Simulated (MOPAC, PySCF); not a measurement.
C2H2O, SMILES `C(#C)O`, neutral singlet in the gas phase. 

Cartesian coordinates (Å):
SMILES: C#CO
```xyz
5

C      1.0821     0.0994    -0.0296
C     -0.0720    -0.1459     0.1951
O     -1.2946    -0.4818     0.5012
H      2.0960     0.3311    -0.2415
H     -1.9204     0.0696     0.0109
```
Charge 0, spin multiplicity 1.

All levels are single points at this geometry (r2SCAN-D4/def2-TZVP); Pople sets use spherical d functions. Orbital energies aren't observables, and empty levels follow the basis.

```
level                          HOMO (eV)  LUMO (eV)  gap (eV)  dipole (D)  vertical IE, Delta-SCF (eV)
-----------------------------  ---------  ---------  --------  ----------  ---------------------------
PBE-D3(BJ)/def2-TZVP in PySCF      -5.97      -0.56      5.41        1.78                         9.89
r2SCAN-D4/def2-TZVP in PySCF       -6.21       0.23      6.44        1.80                         9.84
B3LYP/6-311+G** in PySCF           -7.12      -0.65      6.47        1.79                            –
B3LYP/6-31G* in PySCF              -6.57       1.12      7.69        1.82                         9.74
BP86/6-31G* in PySCF               -5.58       0.46      6.05        1.85                            –
M06-2X/6-31G* in PySCF             -8.23       2.48     10.71        1.83                            –
PBE/6-31G* in PySCF                -5.47       0.42      5.89        1.85                         9.63
SVWN5/6-31G* in PySCF              -5.61       0.34      5.95        1.90                         9.88
HF/STO-3G in PySCF                 -8.00      10.89     18.89        1.55                            –
AM1 in MOPAC                      -10.25       1.57     11.82        1.51                            –
PM3 in MOPAC                      -10.28       1.60     11.87        1.42                            –
PM6 in MOPAC                      -10.24       1.32     11.57        1.71                            –
PM7 in MOPAC                      -10.38       1.36     11.74        1.66                            –
```
